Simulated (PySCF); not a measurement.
Ligands exchanged one at a time, B I-H. All species are isolated molecules in the gas phase. Strings in code marks are SMILES.

Method: TPSSh-D3(BJ)/def2-TZVP // CAM-B3LYP-D3(BJ)/def2-TZVP in PySCF. Excitations are Tamm–Dancoff values on a coarser integration grid. The basis has no diffuse functions, so Rydberg states are missing or too high.

| species | HOMO–LUMO gap (eV) | S1 excitation (TDA) (eV) | dipole moment (D) | HOMO (eV) |
|---|---|---|---|---|
| 0 of 3 I replaced by H (`IB(I)I`) | 3.91 | 3.42 | 0.00 | -6.80 |
| 1 of 3 I replaced by H (`IBI`) | 4.32 | 3.78 | 0.11 | -7.05 |
| 2 of 3 I replaced by H (`IB`) | 4.41 | 3.83 | 0.37 | -6.99 |
| 3 of 3 I replaced by H (`B`) | 6.98 | – | 0.00 | -9.29 |
